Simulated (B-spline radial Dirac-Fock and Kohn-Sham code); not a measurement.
**1s emission of Ag⁴⁺**

System: silver as Ag⁴⁺, configuration 1s2 2s2 2p6 3s2 3p6 3d10 4s2 4p6 4d7.

Input of the calculation (task.json; shells as n, l, electrons):

```json
{"items": [{
  "Z": 47,
  "q": 4,
  "cfg": [[1, 0, 2], [2, 0, 2], [2, 1, 6], [3, 0, 2], [3, 1, 6], [3, 2, 10], [4, 0, 2], [4, 1, 6], [4, 2, 7]],
  "A": 107,
  "rrms": 4.5454,
  "do": ["binding", "quiet", "decay"],
  "holes": ["K", "L1", "L2", "L3", "M1", "M2", "M3", "M4", "M5", "N1", "N2", "N3"]
}]}
```

Launch: `python xray_run.py task.json out`

The computed values come from a radial B-spline solver: a relativistic independent-particle model: LDA orbitals of the hole state, radiative multipoles to third order, Auger rates from the Coulomb interaction with a continuum orbital, Dirac-Fock energies.

| line | multipole | energy (eV) | width (meV) | share (%) |
| --- | --- | --- | --- | --- |
| Kα2 | E1 | 21987.9 | 1590 | 29.0 |
| Kα1 | E1 | 22160.8 | 2990 | 54.6 |
| Kβ3 | E1 | 24908.0 | 258 | 4.70 |
| Kβ1 | E1 | 24939.3 | 502 | 9.16 |
| Kβ5'' | E2 | – | 1.81 | 0.0330 |
| Kβ5' | E2 | 25147.1 | 2.53 | 0.0460 |
| Kβ2'' | E1 | 25453.5 | 46.3 | 0.843 |
| Kβ2' | E1 | 25458.8 | 90.2 | 1.64 |

The listed lines hold 100.0 % of the radiative rate. A dash stands for an energy that rests on an unreliable hole state. The radiative width is 5.49 eV in the length form and 5.62 eV in the velocity form; the two differ because the transition energies are not eigenvalue differences of the potential that gave the orbitals. Kα2/Kα1 is 0.531 and Kβ/Kα is 0.197.
